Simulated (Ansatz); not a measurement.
Ansatz (a first-principles code) input (CCSD(T)/aug-cc-pVDZ):

Ansatz 0.2 input:
```yaml
crystal:
  periodic: [false, false, false]
  atoms:
    - {symbol: Ga, position_ang: [0.00000000, 0.00000000, 0.00000000]}
    - {symbol: Br, position_ang: [-0.00000000, -0.00000000, -2.18365141]}
    - {symbol: Br, position_ang: [0.00000000, 0.00000000, 2.18365141]}
basis:
  gaussian:
    orbitals: aug-cc-pVDZ
total_charge: 1
magnetization: {spin_polarized: false}
correlation: {method: ccsd_t, electrons: outside_noble_gas}
output: {forces: true}
```

End of the output:

```
cycle   3  -8.22281691 eV  change   -4.2e-2 eV  update   1.3e-2
cycle   4  -8.21966899 eV  change    3.1e-3 eV  update   3.0e-3
cycle   5  -8.21833176 eV  change    1.3e-3 eV  update   8.1e-4
cycle   6  -8.21827295 eV  change    5.9e-5 eV  update   2.2e-4
cycle   7  -8.21828692 eV  change   -1.4e-5 eV  update   6.4e-5
cycle   8  -8.21829493 eV  change   -8.0e-6 eV  update   2.1e-5
cycle   9  -8.21829251 eV  change    2.4e-6 eV  update   6.7e-6
cycle  10  -8.21829102 eV  change    1.5e-6 eV  update   1.9e-6
perturbative correction -0.27248889 eV, -0.0100137820 hartree
the calculation of the forces begins
Total energy: -192333.72546111 eV, -7068.1340422142 hartree
Atom 0 at     0.000000     0.000000     0.000000 Å, force    -0.000000    -0.000000     0.000000 eV/Å
Atom 1 at    -0.000000    -0.000000    -2.183651 Å, force     0.000000    -0.000000    -0.538951 eV/Å
Atom 2 at     0.000000     0.000000     2.183651 Å, force     0.000000    -0.000000     0.538951 eV/Å
Dipole moment:     0.000000     0.000000    -0.000000 e Å
```
